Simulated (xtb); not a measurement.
xtb input (GFN1-xTB):

```bash
xtb mol.xyz --gfn 1 --sp --chrg -1 --uhf 0
```
mol.xyz:
```
6

Si    -0.44562882    -0.44430434     0.06247491
O     -0.65934638     1.27879324    -0.19626992
O      1.27278300    -0.66274096    -0.22219255
H     -0.32885985    -0.34920889     1.64339877
H     -0.15277206     1.80816709     0.42801271
H      1.81294249    -0.16711575     0.40163948
```

Output:

```
           -------------------------------------------------
          |                Calculation Setup                |
           -------------------------------------------------

           -------------------------------------------------
          |                 G F N 1 - x T B                 |
           -------------------------------------------------

        Reference                      10.1021/acs.jctc.7b00118
      * Hamiltonian:
        H0-scaling (s, p, d)           1.850000    2.250000    2.000000
        zeta-weighting                 0.000000
      * Dispersion:
        s8                             2.400000
        a1                             0.630000
        a2                             5.000000
        s9                             0.000000
      * Repulsion:
        kExp                           1.500000
        rExp                           1.000000
      * Coulomb:
        alpha                          2.000000
        third order                    atomic
        anisotropic                    false
      * Halogen bond correction:
        rad-scale                      1.300000
        damping                        0.440000

          ...................................................
          :                      SETUP                      :
          :.................................................:
          :  # basis functions                  24          :
          :  # atomic orbitals                  23          :
          :  # shells                           13          :
          :  # electrons                        20          :
          :  # halogen bonds                     0          :
          :  max. iterations                   250          :
          :  Hamiltonian                  GFN1-xTB          :
          :  restarted?                      false          :
          :  GBSA solvation                  false          :
          :  PC potential                    false          :
          :  electronic temp.          300.0000000     K    :
          :  accuracy                    1.0000000          :
          :  -> integral cutoff          0.2500000E+02      :
          :  -> integral neglect         0.1000000E-07      :
          :  -> SCF convergence          0.1000000E-05 Eh   :
          :  -> wf. convergence          0.2000000E-04 e    :
          :  Broyden damping             0.4000000          :
          :  net charge                         -1          :
          :  unpaired electrons                  0          :
          ...................................................

 iter      E             dE          RMSdq      gap      omega  full diag
   1    -13.1473480 -0.131473E+02  0.575E+00    4.79       0.0  T
   2    -13.1820999 -0.347520E-01  0.325E+00    4.68       1.0  T
   3    -13.1827271 -0.627127E-03  0.101E+00    4.59       1.0  T
   4    -13.1827132  0.138202E-04  0.114E-01    4.58       1.0  T
   5    -13.1827333 -0.200662E-04  0.664E-03    4.59       6.2  T
   6    -13.1827334 -0.125912E-06  0.115E-03    4.59      35.5  T
   7    -13.1827334 -0.298938E-08  0.297E-04    4.59     137.3  T
   8    -13.1827334 -0.166501E-09  0.130E-04    4.59     313.0  T
   9    -13.1827334 -0.254907E-10  0.389E-06    4.59   10494.7  T

   *** convergence criteria satisfied after 9 iterations ***

         #    Occupation            Energy/Eh            Energy/eV
      -------------------------------------------------------------
         1        2.0000           -0.5159929             -14.0409
       ...           ...                  ...                  ...
         4        2.0000           -0.3600364              -9.7971
         5        2.0000           -0.3232940              -8.7973
         6        2.0000           -0.2961527              -8.0587
         7        2.0000           -0.2838499              -7.7239
         8        2.0000           -0.2543980              -6.9225
         9        2.0000           -0.2228474              -6.0640
        10        2.0000           -0.1159080              -3.1540 (HOMO)
        11                          0.0529222               1.4401 (LUMO)
        12                          0.0712069               1.9376
        13                          0.1063729               2.8946
        14                          0.1291485               3.5143
        15                          0.2020562               5.4982
       ...                                ...                  ...
        23                          1.1884751              32.3401
      -------------------------------------------------------------
                  HL-Gap            0.1688302 Eh            4.5941 eV
             Fermi-level           -0.0314929 Eh           -0.8570 eV

 SCC (total)                   0 d,  0 h,  0 min,  0.004 sec
 SCC setup                      ...        0 min,  0.000 sec (  2.014%)
 Dispersion                     ...        0 min,  0.000 sec (  0.878%)
 classical contributions        ...        0 min,  0.000 sec (  0.421%)
 integral evaluation            ...        0 min,  0.001 sec ( 25.508%)
 iterations                     ...        0 min,  0.001 sec ( 30.569%)
 molecular gradient             ...        0 min,  0.001 sec ( 37.988%)
 printout                       ...        0 min,  0.000 sec (  2.278%)

         :::::::::::::::::::::::::::::::::::::::::::::::::::::
         ::                     SUMMARY                     ::
         :::::::::::::::::::::::::::::::::::::::::::::::::::::
         :: total energy             -13.131528457410 Eh    ::
         :: gradient norm              0.035770139806 Eh/a0 ::
         :: HOMO-LUMO gap              4.594102341853 eV    ::
         ::.................................................::
         :: SCC energy               -13.182733440840 Eh    ::
         :: -> electrostatic           0.222781011555 Eh    ::
         :: repulsion energy           0.052457579453 Eh    ::
         :: dispersion energy         -0.001252596024 Eh    ::
         :: halogen bond corr.         0.000000000000 Eh    ::
         :: add. restraining           0.000000000000 Eh    ::
         :: total charge              -1.000000000000 e     ::
         :::::::::::::::::::::::::::::::::::::::::::::::::::::

           -------------------------------------------------
          |                Property Printout                |
           -------------------------------------------------

    * Orbital Energies and Occupations

         #    Occupation            Energy/Eh            Energy/eV
      -------------------------------------------------------------
         1        2.0000           -0.5159929             -14.0409
         2        2.0000           -0.5150985             -14.0165
         3        2.0000           -0.3718241             -10.1178
         4        2.0000           -0.3600364              -9.7971
         5        2.0000           -0.3232940              -8.7973
         6        2.0000           -0.2961527              -8.0587
         7        2.0000           -0.2838499              -7.7239
         8        2.0000           -0.2543980              -6.9225
         9        2.0000           -0.2228474              -6.0640
        10        2.0000           -0.1159080              -3.1540 (HOMO)
        11                          0.0529222               1.4401 (LUMO)
        12                          0.0712069               1.9376
        13                          0.1063729               2.8946
        14                          0.1291485               3.5143
        15                          0.2020562               5.4982
        16                          0.3118957               8.4871
        17                          0.3151506               8.5757
Note: The following floating-point exceptions are signalling: IEEE_DENORMAL
normal termination of xtb
        18                          0.4060670              11.0496
        19                          0.4988425              13.5742
        20                          0.6119008              16.6507
        21                          0.6218019              16.9201
       ...                                ...                  ...
        23                          1.1884751              32.3401
      -------------------------------------------------------------
                  HL-Gap            0.1688302 Eh            4.5941 eV
             Fermi-level           -0.0314929 Eh           -0.8570 eV

  Mulliken/CM5 charges         n(s)   n(p)   n(d)
     1Si   -0.19804 -0.27825   1.440  2.122  0.636
     2O    -0.59083 -0.76333   1.679  4.912  0.000
     3O    -0.59083 -0.76333   1.679  4.912  0.000
     4H    -0.18808 -0.11865   1.188  0.000  0.000
     5H     0.28389  0.46178   0.716  0.000  0.000
     6H     0.28389  0.46178   0.716  0.000  0.000

Wiberg/Mayer (AO) data.
largest (>0.10) Wiberg bond orders for each atom

 ---------------------------------------------------------------------------
     #   Z sym  total        # sym  WBO       # sym  WBO       # sym  WBO
 ---------------------------------------------------------------------------
     1  14 Si   3.344 --     3 O    1.136     2 O    1.136     4 H    0.991
     2   8 O    2.065 --     1 Si   1.136     5 H    0.891
     3   8 O    2.065 --     1 Si   1.136     6 H    0.891
     4   1 H    1.018 --     1 Si   0.991
     5   1 H    0.941 --     2 O    0.891
     6   1 H    0.941 --     3 O    0.891
 ---------------------------------------------------------------------------

Topologies differ in total number of bonds
Writing topology from bond orders to xtbtopo.mol

 dipole moment from electron density (au)
     X       Y       Z
   1.4108   1.3890   1.1198  total (Debye):    5.781

           -------------------------------------------------
          | TOTAL ENERGY              -13.131528457410 Eh   |
          | GRADIENT NORM               0.035770139806 Eh/α |
          | HOMO-LUMO GAP               4.594102341853 eV   |
           -------------------------------------------------

------------------------------------------------------------------------
------------------------------------------------------------------------
 total:
 SCF:
```

It need not be the lowest isomer of its formula. Whether it binds its extra electron was not tested at this geometry.
